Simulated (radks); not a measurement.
Q: The table gives one normalised radial function P(r) = r R(r) of Ni4+ in [Ar] 3d6 (r in bohr). Calculated with a radial shooting solver on a logarithmic mesh with Libxc functionals: scalar-relativistic Kohn-Sham, r2SCAN, spin-unpolarised, spherical densities, finite nucleus; meta-GGA in the generalised Kohn-Sham scheme; Fermi nuclear charge, rms radius 3.7757 fm.

r,P
0.003642,0.1208
0.004593,0.1475
0.005839,0.1798
0.007364,0.2156
0.009362,0.2567
0.01181,0.2988
0.01501,0.3415
0.01908,0.3778
0.02406,0.3991
0.03059,0.3957
0.03858,0.3548
0.04904,0.2599
0.06185,0.1086
0.07862,-0.1067
0.09915,-0.3477
0.126,-0.5757
0.1602,-0.6983
0.2021,-0.6311
0.2569,-0.3188
0.324,0.1834
0.4118,0.7662
0.5194,1.1878
0.6603,1.3102
0.8327,1.1163
1.059,0.7396
1.346,0.3751
1.697,0.1444
2.157,0.0371
2.721,0.0064

Which n and l does it have? It may be an empty orbital.

A: n = 3, l = 0: the number of nodes gives n - l - 1 = 2, the rise at small r (about r^(l+1)) gives l, and the extent must fit the shell. The curve is that of 3s. 3s: eigenvalue -176.93 eV, 2 radial nodes at r = 0.0703, 0.300 bohr, <r> = 0.728 bohr, 90 % of the charge inside 1.08 bohr.
